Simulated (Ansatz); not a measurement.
C2H6AlFO. The species carries charge 0 and has multiplicity 1. The bonds changed during the relaxation, so this is another structure than the one it started from. All single points use the PBE0-D4/def2-TZVP geometry. It is one conformer, not always the lowest.

```xyz
11

C     0.316    1.376    0.149
C     0.033   -0.023    0.595
O    -1.184   -0.544   -0.088
F    -0.255   -0.015    1.931
Al    0.410   -1.653   -0.450
H     1.196    1.749    0.674
H     0.521    1.410   -0.922
H    -0.526    2.042    0.385
H    -1.702    0.135   -0.537
H     0.238   -3.091    0.181
H     0.952   -1.386   -1.918
```

Question: What is the dipole moment at ωB97M-V/def2-TZVPP? (Best estimate.)

Answer: The calculation gave: 2.87 D, with components (-0.67, 2.36, -1.50) D in this frame, pointing from negative to positive charge.

Question: And with PBE, r2SCAN, B3LYP? (Best estimate.)

Answer: Computed: PBE 2.84 D, r2SCAN 2.91 D, B3LYP 2.86 D.

Question: Give the Mulliken charges with ωB97M-V, r2SCAN, B3LYP in def2-TZVPP. (Estimate.)

Answer: Computed: 
```json
{"atom": "C1", "ωB97M-V": "-0.29", "r2SCAN": "-0.13", "B3LYP": "-0.24"}
{"atom": "C2", "ωB97M-V": "0.07", "r2SCAN": "0.10", "B3LYP": "0.15"}
{"atom": "O3", "ωB97M-V": "-0.18", "r2SCAN": "-0.21", "B3LYP": "-0.21"}
{"atom": "F4", "ωB97M-V": "-0.21", "r2SCAN": "-0.22", "B3LYP": "-0.22"}
{"atom": "Al5", "ωB97M-V": "0.34", "r2SCAN": "0.45", "B3LYP": "0.39"}
{"atom": "H6", "ωB97M-V": "0.11", "r2SCAN": "0.06", "B3LYP": "0.10"}
{"atom": "H7", "ωB97M-V": "0.11", "r2SCAN": "0.06", "B3LYP": "0.10"}
{"atom": "H8", "ωB97M-V": "0.10", "r2SCAN": "0.04", "B3LYP": "0.07"}
{"atom": "H9", "ωB97M-V": "0.18", "r2SCAN": "0.20", "B3LYP": "0.18"}
{"atom": "H10", "ωB97M-V": "-0.12", "r2SCAN": "-0.17", "B3LYP": "-0.15"}
{"atom": "H11", "ωB97M-V": "-0.13", "r2SCAN": "-0.18", "B3LYP": "-0.17"}
```

B3LYP here is the variant with VWN-RPA as its local correlation; programs differ in this.
